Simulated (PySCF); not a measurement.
C₆H₁₄P (charge +1).
Z-matrix (Å and degrees, PBE0-D3(BJ)/def2-SVP geometry), rows numbered from 1:
```
C 
C   1  1.5202
C   2  1.5415  1  116.38
C   3  1.5240  2  108.41  1  -164.21
C   4  1.5422  3  108.68  2    50.94
C   5  1.5210  4  116.09  3  -161.85
P   2  1.8341  1  115.86  3  -118.75
H   1  1.0992  2  112.31  3  -178.86
H   1  1.1005  2  111.63  3    58.85
H   1  1.0998  2  109.00  3   -59.93
H   2  1.1052  1  110.06  3   123.96
H   3  1.1038  2  109.45  1   -43.71
H   3  1.1000  2  109.50  1    73.02
H   4  1.1035  3  110.33  2   -68.87
H   4  1.0998  3  112.27  2   172.21
H   5  1.1049  4  108.84  3    73.40
H   6  1.0998  5  108.97  4   -59.43
H   6  1.0993  5  112.32  4  -178.32
H   6  1.1005  5  111.66  4    59.27
H   7  1.4116  2  113.32  1   -98.13
H   7  1.4118  2  112.86  1    21.14
```

Linear response at wB97X-D/def2-SVPD (PySCF, frozen core in the response, non-relativistic).

Static isotropic polarisability: 86.45 au (12.81 Å³), principal values 72.5, 87.0, 99.9 au.

(1) What is the polarisability at 1064 nm and at the sodium D line?

(2) What is the isotropic C6 coefficient between two such ions, C6 = (3/π)∫α(iω)² dω?

(3) Which effective excitation energy ω̄ makes London's formula C6 = (3/4)α²ω̄ exact here?

(4) The lowest 10 singlets have (eV, f): 8.29, 0.012; 8.44, 0.039; 8.50, 0.007; 8.67, 0.000; 8.69, 0.001; 8.83, 0.042; 8.99, 0.010; 9.02, 0.032; 9.04, 0.001; 9.14, 0.012. What share of the static polarisability do they carry in the sum over states α = Σ f/ω²?

(5) How anisotropic is the static polarisability, by Δα² = ½[(α1 − α2)² + (α2 − α3)² + (α3 − α1)²]?

(6) What molar refraction at the D line follows from R = (4π/3)·N_A·α′, with α′ the polarisability volume?

(7) How many electrons N does the Slater–Kirkwood formula C6 = (3/4)·√N·α^(3/2) need to give this C6?

(8) What three-body coefficient follows from the one-pole estimate C9 = (3/4)·α·C6?

Results:

(1) 87.00 au at 1064 nm (+0.6 %), 88.27 au at 589.3 nm (+2.1 %). The rise at 589.3 nm is 3.32 times that at 1064 nm; a pure ω² law gives 3.26. The lowest singlet lies at 150 nm, shorter than both wavelengths.

(2) 3316 au (Eh·bohr⁶) by a ten-point quadrature over imaginary frequencies, which is 1980 eV·Å⁶ or 191 J·nm⁶/mol.

(3) ω̄ = 4·C6/(3α²) = 0.592 Eh = 16.1 eV. A one-pole form α(ω) = α/(1 − ω²/ω̄²) fitted to the 1064 nm value gives 14.7 eV. London's choice of the ionisation energy (15.62 eV, ΔSCF at the same level) gives C6 = 3220 au, 3 % too low.

(4) 1.52 au, 1.8 % of α; the largest term, 0.40 au, is that of the state at 8.44 eV. Their oscillator strengths add up to 0.16. Higher states carry the rest.

(5) Δα = 23.8 au, or 0.28 of the isotropic value.

(6) α′ = 13.08 Å³ gives R = 33.00 cm³/mol, for isolated, non-vibrating species.

(7) N = (4·C6/3)²/α³ = 30.2; the species has 64 electrons in all.

(8) 215000 au. This is an estimate from the two numbers above, not a computed integral.

The run took 15 min of wall time on one thread, Arm Neoverse N1 (aarch64), shared host with 64 logical CPUs at a one-minute load of 58, and the process peaked at 1.2 GiB of memory. This is the whole response run at wB97X-D/def2-SVPD, SCF included.

One conformer stands for the species.

The pairwise dispersion term of wB97X-D wasn't added to the energies; at a given geometry it leaves orbitals and properties as they are.
